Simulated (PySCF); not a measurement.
C₂H₂Cl₂, SMILES Cl/C=C\Cl. Geometry optimised at PBE-D3(BJ)/def2-SVP.

These are PySCF with PBE-D3(BJ)/def2-SVP values and carry that method's errors.

Harmonic wavenumbers (cm⁻¹): 158, 406, 565, 676, 718, 843, 846, 1153, 1252, 1612, 3133, 3152. Rotational constants (GHz): 11.45, 2.438, 2.010; symmetry number 2.

Problem. Work out the zero-point energy and the ideal-gas rigid-rotor harmonic-oscillator thermochemistry at 298.15 K and 1 atm.

Solution. ZPE = ½ Σ hcν = ½ × 14515 cm⁻¹ = 20.75 kcal/mol. H − E(el) = 24.07 kcal/mol. Entropy in cal/(mol K): translation 39.63, rotation 24.77, vibration 5.09, total 69.49. G − E(el) = 3.35 kcal/mol. Cp = 15.70 cal/(mol K).
